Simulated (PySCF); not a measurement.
## Two-component Hartree-Fock for P¹¹⁺ (phosphorus, charge +11)

Start: [He] 2s2. Calculated with PySCF 2.14 in an uncontracted even-tempered set (17 s from 1.7 bohr⁻², ratio 2.4; 10 p from 2.2 bohr⁻², ratio 2.4; 5 d from 7.5 bohr⁻², ratio 2.6; 5 f from 11 bohr⁻², ratio 2.6): generalised Hartree-Fock with the X2C-1e Hamiltonian and a Gaussian nucleus; one run each with spin-orbit coupling (SO) switched off, then screened by Boettger's factors.

| spinor shell | electrons | ε, spin-free (eV) | ε, screened SO (eV) | weight of nominal j (screened SO) | rms radius, screened SO (bohr) |
| --- | --- | --- | --- | --- | --- |
| 1s1/2 | 2 | -2671.3 | -2671.3 | 1.000 | 0.118 |
| 2s1/2 | 2 | -556.13 | -556.13 | 1.000 | 0.480 |

| quantity | spin-free | screened SO |
| --- | --- | --- |
| E (hartree) | -259.25802 | -259.25802 |
| M_J | 0 | 0 |
| ⟨J²⟩ | 0.000 | 0.000 |
| ⟨L²⟩ | 0.000 | 0.000 |
| ⟨S²⟩ | 0.000 | 0.000 |

Without spin-orbit coupling the j labels of p, d and f shells carry no meaning; the spin-free column gives the mean over the occupied spinors of each nl shell.
